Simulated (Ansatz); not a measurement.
Start from `COCC=O` and change one atom or group to get `COCBF`.

Ansatz, PBE0-D4/def2-TZVP geometries, multiplicity 1. Each molecule was computed in one conformer, which needn't be the lowest.

| property | `COCC=O` |
| --- | --- |
| HOMO–LUMO gap (PBE/def2-TZVPP) / eV | 3.56 |
| LUMO energy (B3LYP/def2-TZVPP) / eV | -1.30 |
| LUMO energy (PBE/def2-TZVPP) / eV | -2.20 |
| size of the dipole moment (ωB97M-V/def2-TZVPP) / D | 2.11 |
| LUMO energy (ωB97M-V/def2-TZVPP) / eV | 1.31 |
| HOMO energy (B3LYP/def2-TZVPP) / eV | -7.13 |

(1) What does the change do to each property? (Estimate.)

Answers

(1) Ansatz gave: 
```csv
property,`COCBF`,shift
HOMO–LUMO gap (PBE/def2-TZVPP) / eV,3.96,0.40
LUMO energy (B3LYP/def2-TZVPP) / eV,-1.03,0.27
LUMO energy (PBE/def2-TZVPP) / eV,-1.80,0.40
size of the dipole moment (ωB97M-V/def2-TZVPP) / D,1.02,-1.09
LUMO energy (ωB97M-V/def2-TZVPP) / eV,1.22,-0.09
HOMO energy (B3LYP/def2-TZVPP) / eV,-7.11,0.02
```

Dipoles are sizes alone; their direction can turn.

B3LYP here is the variant with VWN-RPA as its local correlation; programs differ in this.

Positive LUMOs are unbound, so they and the gaps depend on the basis.
